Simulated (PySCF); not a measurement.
# C4H9Si: g tensor and hyperfine couplings

C₄H₉Si (doublet state).
Geometry (GFN2-xTB, Å), atoms numbered from 1 in this order:
```xyz
14
C4H9Si angstrom
C     -2.0250    0.3754    0.0061
C     -0.7280   -0.1564   -0.6065
C      0.3768   -0.2085    0.4093
C      1.2825    0.8960    0.6574
Si     2.3888   -0.4649    0.1582
H     -2.8109    0.4273   -0.7446
H     -2.3577   -0.2747    0.8125
H     -1.8660    1.3711    0.4133
H     -0.4298    0.4873   -1.4378
H     -0.9090   -1.1596   -1.0063
H      0.1576   -0.8736    1.2379
H      1.1441    1.7798    0.0400
H      2.9463   -1.3046    1.2048
H      2.8294   -0.8951   -1.1664
```

The hyperfine couplings belong to this conformer and change with its torsions.

As a line formula: `CC[C@@H]1[CH][SiH2]1` [radical].

Theory: UKS B3LYP, pcH-1 on C H Si, non-relativistic, mean-field spin-orbit, GIAO (PySCF 2.14.0). Isolated species at its GFN2-xTB geometry (one conformer only). A GFN2-xTB geometry isn't a minimum of the functional, and hyperfine couplings can be far from their values at a DFT geometry. The SCF solution wasn't tested for stability.

```json
{"g1, g2, g3": "2.00250, 2.00303, 2.00559", "g_iso": "2.00371", "Form of g": "rhombic: the two nearest values differ by 17 % of g3 − g1", "⟨S²⟩": "0.7565 (exact 0.7500)", "α and β electrons": "24, 23"}
```

Hyperfine couplings atom by atom, in MHz; T1 to T3 are the principal values of the dipolar part; ρ(0) is the spin density at the nucleus:

```
atom  isotope  a_iso  of which spin–orbit     T1     T2     T3  Mulliken spin population  ρ(0) (bohr⁻³)
  C1      13C    4.5                  0.0   -0.6   -0.1    0.6                      0.00         0.0040
  C2      13C    7.0                  0.0   -2.1   -1.8    3.9                      0.01         0.0062
  C3      13C  -15.7                  0.0  -10.7   -7.5   18.2                      0.03        -0.0140
  C4      13C  220.9                  0.0  -54.1  -50.0  104.1                      0.67         0.1965
 Si5     29Si  -38.9                  0.4  -63.1   30.1   33.0                      0.29         0.0442
  H6       1H   -1.8                  0.0   -1.0   -0.7    1.7                      0.00        -0.0004
  H7       1H    0.3                  0.0   -1.4   -1.1    2.4                      0.00         0.0001
  H8       1H    1.3                  0.0   -1.8   -1.4    3.2                      0.00         0.0003
  H9       1H   -1.8                  0.0   -2.9   -1.8    4.7                      0.00        -0.0004
 H10       1H   22.1                  0.0   -2.3   -0.7    3.0                      0.01         0.0049
 H11       1H   93.7                  0.0   -7.4   -3.5   10.9                      0.03         0.0210
 H12       1H  -34.0                  0.0  -23.8   -2.7   26.5                     -0.03        -0.0076
 H13       1H   -4.4                  0.0   -4.2   -0.7    4.9                     -0.01        -0.0010
 H14       1H    0.6                  0.0   -5.7    0.2    5.5                     -0.01         0.0001
```

Largest spin populations (Mulliken): C4 (+0.67) and Si5 (+0.29). The angles at C4 add up to 314.5°, so it is pyramidal.

Axes: g3 points within 12° of the Si5–H13 bond.

Under fast tumbling the dipolar parts average out, and these isotropic splittings remain: 1 × 1H (H11, I = 1/2, 2 lines) with 3.34 mT, 1 × 1H (H12, I = 1/2, 2 lines) with 1.21 mT, 1 × 1H (H10, I = 1/2, 2 lines) with 0.79 mT, 1 × 1H (H13, I = 1/2, 2 lines) with 0.16 mT and 1 × 1H (H9, I = 1/2, 2 lines) with 0.07 mT.

The 13C coupling of C4 (220.9 MHz) shows only in satellite lines or after enrichment, since that isotope makes up about 1.07 % of natural carbon.

The 29Si coupling of Si5 (-38.9 MHz) shows only in satellite lines or after enrichment, since that isotope makes up about 4.7 % of natural silicon.

Hardware: one thread, Arm Neoverse V1 (aarch64), shared host with 32 logical CPUs at a one-minute load of 31. Cost: 48 s of wall time (grids of density and orbitals included), 0.85 GiB resident at most.
